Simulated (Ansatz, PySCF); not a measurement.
Reaction (SMILES): C[N](C)[GeH3] [N-germyl-N-methylmethanamine] → [GeH3] (GeH3) + C[N]C (the Ge-N bond at the site shown breaks; other sites are not compared here)
Structures are relaxed separately at B3LYP-D3(BJ)/def2-TZVP in Ansatz (a quantum-chemistry and plane-wave program). Frequencies are from Ansatz or PySCF.
Geometry of the first species:
```xyz
13

C     -1.9318    -0.4455    -0.1103
N     -0.7558     0.1895     0.4568
C     -0.9414     1.6131     0.6741
Ge     0.8845    -0.3433    -0.2158
H     -2.2126    -0.0458    -1.0986
H     -1.7721    -1.5201    -0.2138
H     -2.7895    -0.3004     0.5556
H     -0.0567     2.0453     1.1448
H     -1.7894     1.7782     1.3477
H     -1.1439     2.1754    -0.2522
H      0.9189    -1.8787    -0.1508
H      1.9632     0.2918     0.6763
H      1.1072     0.1089    -1.6837
```
Charge 0, spin multiplicity 1.

Property: bond dissociation energy (enthalpy at 298 K, with B3LYP-D3(BJ) rigid-rotor harmonic-oscillator terms), in kJ/mol. Valence correlation only, unless marked. Open shells are spin-unrestricted. Spin-orbit coupling is left out. Frozen are the shells of the preceding noble gas and the d and f shells that filled before the atom's block. No relativistic terms. Basis-set limits of correlation are two-point, X^-3; Hartree-Fock from the larger set. [CCSD(T)-MP2]/basis is that difference in the basis named.

RI-MP2/CBS(cc-pVTZ,cc-pVQZ)+[CCSD(T)-MP2]/cc-pVTZ (Ansatz) gives 309.1 kJ/mol.

Problem. Another calculation gave 294.6 kJ/mol. Which level was it?
A) B2GP-PLYP/def2-TZVPD (Ansatz)
B) r2SCAN/def2-TZVPD (Ansatz)
C) SVWN5/def2-TZVPD (Ansatz)
D) BLYP/def2-TZVPD (Ansatz)

Solution. A, B2GP-PLYP/def2-TZVPD (Ansatz). The others give 253.4 (BLYP), 269.2 (r2SCAN), 345.2 (SVWN5) kJ/mol.
